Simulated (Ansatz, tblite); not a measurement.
Cost and result up the ladder for [AlCl4]- (AlCl₄⁻) (5 atoms). The state is a singlet with charge -1. Geometry: r2SCAN-D4/def2-SVPD.

| atom | x (Å) | y (Å) | z (Å) |
| --- | --- | --- | --- |
| Al1 | 0.000 | 0.000 | 0.000 |
| Cl2 | 1.280 | 0.773 | 1.579 |
| Cl3 | -0.277 | -2.139 | 0.273 |
| Cl4 | 0.928 | 0.370 | -1.931 |
| Cl5 | -1.931 | 0.997 | 0.079 |

Ansatz on 4 threads of Arm Neoverse N1 on a shared host; xTB runs through tblite on one thread. Times are rough, summed over both states, and most runs start from the orbitals of an earlier one. No level here is sound enough to serve as a yardstick. The other state is a doublet.

The xTB rows come from tblite. HOMO above LUMO, or a gap near zero within one spin, warns that the state may not be the lowest or that an electron is smeared out.

Raw xTB energies of ions are shifted by several eV.

```csv
level,functions,wall time
GFN1-xTB,45,0.019 s
GFN2-xTB,45,0.02 s
PBE-D4/def2-TZVPD,227,23 s
r2SCAN-D4/def2-TZVPD,227,54 s
```

Problem. Estimate what each level gives for the vertical IE (eV).

Solution. 
```
               level  vertical IE (eV)                                  remarks
            GFN1-xTB             10.83                                        –
            GFN2-xTB              9.87                                        –
   PBE-D4/def2-TZVPD              5.63  gap within one spin near zero (doublet)
r2SCAN-D4/def2-TZVPD              5.92  gap within one spin near zero (doublet)
```
